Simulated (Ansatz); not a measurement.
A run for Ansatz (a quantum-chemistry and plane-wave program): U-CCSD(T)/def2-TZVPP on BaIn, 2S+1 = 4, a spin state set in the input, which need not be the lowest, a point of a bond scan (R = 3.170 Å). Elements past Kr take the def2 small-core potentials; no spin–orbit coupling.

Ansatz 0.2 input:
```yaml
crystal:
  periodic: [false, false, false]
  atoms:
    - {symbol: In, position_ang: [0.00000000, 0.00000000, 0.00000000]}
    - {symbol: Ba, position_ang: [0.00000000, 0.00000000, 3.17012800]}
basis:
  gaussian:
    orbitals: def2-TZVPP
    pivot_positions_ang: [[0.00000000, 0.00000000, 0.00000000], [0.00000000, 0.00000000, 3.17012800]]
magnetization: {spin_polarized: true, initial_magnetization: 3}
correlation: {method: ccsd_t, electrons: valence}
output: {orbitals: {seedname: ./end}}
```

It printed:

```
WARN ansatz: RAYON_NUM_THREADS=1 ignored (pool sized by the plan → 1); use --threads N
Functional definition: HF
integrals: 0.13 GiB planned
787 factors; integrals over basis functions are off by at most 4.0e-4 eV
mean field: 0.23 GiB planned
mean field evaluation 1: about -5830.9913 eV, gradient 6.4e0 eV
mean field evaluation 2: about -5830.9935 eV, gradient 6.4e0 eV
mean field evaluation 4: about -5831.6634 eV, gradient 1.2e0 eV
mean field evaluation 8: about -5831.7314 eV, gradient 5.8e-2 eV
mean field evaluation 16: about -5830.6581 eV, gradient 7.0e-1 eV
mean field evaluation 32: about -5831.7149 eV, gradient 2.9e-1 eV
mean field evaluation 64: about -5831.5678 eV, gradient 3.7e-6 eV
mean field evaluation 96: about -5831.7296 eV, gradient 5.4e-2 eV
mean field evaluation 128: about -5831.5678 eV, gradient 2.8e-6 eV
mean field evaluation 160: about -5831.5678 eV, gradient 2.5e-3 eV
mean field evaluation 192: about -5830.7007 eV, gradient 3.4e-2 eV
mean field evaluation 224: about -5830.0839 eV, gradient 1.1e0 eV
mean field evaluation 256: about -5830.5310 eV, gradient 2.2e-1 eV
mean field evaluation 288: about -5830.5465 eV, gradient 1.8e-2 eV
mean field evaluation 320: about -5829.6439 eV, gradient 1.6e0 eV
mean field evaluation 352: about -5830.4781 eV, gradient 1.2e-2 eV
mean field evaluation 384: about -5829.7595 eV, gradient 3.1e-3 eV
mean field evaluation 416: about -5829.9116 eV, gradient 1.9e0 eV
mean field evaluation 448: about -5828.4361 eV, gradient 6.4e-3 eV
mean field evaluation 480: about -5831.5678 eV, gradient 5.9e-3 eV
mean field evaluation 512: about -5830.5401 eV, gradient 1.3e-1 eV
mean field evaluation 544: about -5830.5820 eV, gradient 1.2e-1 eV
mean field -5831.73152847 eV, -214.3121807818 hartree, gradient 1.6e-6 eV, S^2 3.762382; 23 other end points of the search recorded, 0 dependent functions left out
determinant -5831.73152847 eV, -214.3121807818 hartree, with singles and doubles -5843.25224812 eV, -214.7355594196 hartree
determinant -5831.56775688 eV, -214.3061622867 hartree, with singles and doubles -5842.94673077 eV, -214.7243318644 hartree
determinant -5830.70092757 eV, -214.2743068970 hartree, with singles and doubles -5842.20299831 eV, -214.6970002006 hartree
determinant -5830.54653331 eV, -214.2686330129 hartree, with singles and doubles -5841.92362106 eV, -214.6867332760 hartree
determinant -5830.53520174 eV, -214.2682165851 hartree, with singles and doubles -5841.85865289 eV, -214.6843457398 hartree
determinant -5830.47812255 eV, -214.2661189637 hartree, with singles and doubles -5841.82110489 eV, -214.6829658762 hartree
determinant -5830.41290227 eV, -214.2637221626 hartree, with singles and doubles -5841.74292925 eV, -214.6800929744 hartree
determinant -5830.38656054 eV, -214.2627541217 hartree, with singles and doubles -5841.69593459 eV, -214.6783659523 hartree
determinant -5829.99089084 eV, -214.2482135285 hartree, with singles and doubles -5841.54167361 eV, -214.6726969658 hartree
determinant -5829.75953098 eV, -214.2397112104 hartree, with singles and doubles -5841.01805498 eV, -214.6534543361 hartree
determinant -5829.73720072 eV, -214.2388905885 hartree, with singles and doubles -5841.01416625 eV, -214.6533114281 hartree
determinant -5828.43600181 eV, -214.1910724105 hartree, with singles and doubles -5839.64172121 eV, -214.6028750032 hartree
determinant -5831.73152847 eV, -214.3121807818 hartree, with singles and doubles -5843.25883450 eV, -214.7358014647 hartree
determinant -5831.56775688 eV, -214.3061622867 hartree, with singles and doubles -5842.94982539 eV, -214.7244455896 hartree
4 core orbitals not correlated
reference -5831.73152847 eV, -214.3121807818 hartree; 13, 10 occupied and 73, 76 virtual orbitals, 787 factors
second order -11.24971307 eV of doubles, -0.00000000 eV of singles
coupled cluster: 0.51 GiB planned
cycle   1  -11.52730452 eV  change    1.5e-6 eV  update   2.6e-6
perturbative correction -0.37733802 eV, -0.0138669165 hartree
Total energy: -5843.63617102 eV, -214.7496683260 hartree
```

Self-consistency was reached.

Cost: roughly 2.4 core-minutes.
